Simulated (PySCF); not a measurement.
B3LYP has the VWN-RPA correlation part, as in Gaussian. Delta-SCF ions had no search for a lower state. Excitations are Tamm–Dancoff values on a coarser integration grid. The basis has no diffuse functions, so Rydberg states are missing or too high.

Species: H$_{2}$BF, SMILES `BF` (charge 0, multiplicity 1).

Task: Estimate the T1 excitation (TDA), dipole moment, HOMO–LUMO gap, vertical ionisation energy (Delta-SCF) and LUMO that PySCF with B3LYP-D3(BJ)/def2-TZVP returns for this input.

Result: 
The T1 excitation (TDA) is 5.45 eV and the dipole moment is 0.76 D. The HOMO–LUMO gap is 7.71 eV and the vertical ionisation energy (Delta-SCF) is 12.50 eV. The LUMO is -1.46 eV.
